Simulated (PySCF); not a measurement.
## Atomic charges by several schemes

Species: C3H10P2Si.
Atom-mapped SMILES: `[PH2:1][SiH:2]([PH2:3])[CH:4]1[CH2:5][CH2:6]1` (hydrogens: H7, H8 on P1; H9 on Si2; H10, H11 on P3; H12 on C4; H13, H14 on C5; H15, H16 on C6)

Structure used (PBE0-D3(BJ)/def2-SVP), in Å, numbered top down from 1:
```xyz
16
C3H10P2Si angstrom
P      1.9450   -1.9424    0.5874
Si     0.9079   -0.1804   -0.3910
P      2.4332    1.4961   -0.4119
C     -0.6477    0.1978    0.5653
C     -1.9390   -0.5071    0.2186
C     -1.7826    0.9439   -0.0936
H      0.9769   -2.8880    0.1275
H      2.8292   -2.1644   -0.5125
H      0.5220   -0.4465   -1.8150
H      1.4558    2.4941   -0.7184
H      2.3351    1.7018    0.9994
H     -0.4947    0.4095    1.6300
H     -1.9353   -1.2176   -0.6143
H     -2.5954   -0.7945    1.0443
H     -2.3324    1.6683    0.5134
H     -1.6723    1.2372   -1.1427
```

Density: PBE0/pcSseg-1 (PySCF); schemes: Mulliken, IAO, Hirshfeld and ESP-fitted. Geometry: PBE0-D3(BJ)/def2-SVP, one conformer, isolated molecule.

Question: Which atoms carry the lowest charge in the Mulliken, IAO, Hirshfeld and ESP-fitted schemes?

Answer: The schemes don't all agree: Mulliken C4 (-0.511); IAO C4 (-0.423); Hirshfeld C4 (-0.141); ESP-fitted C6 (-0.510).

Question: At which atom do the 4 schemes differ most?

Answer: At C6: from -0.510 (ESP-fitted) to -0.084 e (Hirshfeld), 0.426 e apart.

Question: Which atoms carry the highest charge in the Mulliken, IAO, Hirshfeld and ESP-fitted schemes?

Answer: All schemes agree: Mulliken Si2 (+0.367); IAO Si2 (+0.565); Hirshfeld Si2 (+0.250); ESP-fitted Si2 (+0.354).

Question: What partial charge does each atom carry?

Answer: In e:

```tsv
atom	environment	Mulliken	IAO	Hirshfeld	ESP-fitted
P1	three-coordinate phosphorus	-0.195	-0.112	-0.030	-0.334
Si2	SiH silicon	+0.367	+0.565	+0.250	+0.354
P3	three-coordinate phosphorus	-0.183	-0.108	-0.030	-0.317
C4	sp3 carbon bound to silicon	-0.511	-0.423	-0.141	-0.158
C5	three-membered-ring carbon	-0.209	-0.273	-0.084	-0.072
C6	three-membered-ring carbon	-0.208	-0.273	-0.084	-0.510
H7	P–H hydrogen	+0.061	+0.001	-0.009	+0.085
H8	P–H hydrogen	+0.067	+0.003	-0.008	+0.121
H9	Si–H hydrogen	-0.031	-0.116	-0.082	-0.070
H10	P–H hydrogen	+0.060	0.000	-0.008	+0.100
H11	P–H hydrogen	+0.061	-0.001	-0.010	+0.106
H12	methine hydrogen	+0.162	+0.153	+0.044	+0.129
H13	methylene hydrogen	+0.141	+0.143	+0.046	+0.076
H14	methylene hydrogen	+0.139	+0.150	+0.051	+0.096
H15	methylene hydrogen	+0.139	+0.150	+0.050	+0.195
H16	methylene hydrogen	+0.140	+0.142	+0.046	+0.200
```

Mean size of the charges over all atoms: ESP-fitted 0.183 e, Mulliken 0.167 e, IAO 0.163 e, Hirshfeld 0.061 e. Each set sums to the total charge, 0, to within 0.001 e. The Hirshfeld scheme weights the molecular density at each point by an atom's share of the summed free-atom densities.

Question: How many electrons does the ESP-fitted scheme count on P1?

Answer: Z − q = 15 − (-0.334) = 15.334.

Question: How closely do the schemes follow one another over all atoms?

Answer: Correlation coefficient and root-mean-square difference: IAO with Hirshfeld 0.98, 0.140 e; Mulliken with IAO 0.94, 0.075 e; Mulliken with Hirshfeld 0.87, 0.138 e; Mulliken with ESP-fitted 0.80, 0.136 e; IAO with ESP-fitted 0.77, 0.150 e; Hirshfeld with ESP-fitted 0.71, 0.172 e.

The run behind these numbers computed NMR shieldings as well. Hardware: one thread of an Arm Neoverse V1 (shared host). Cost: 24 s.
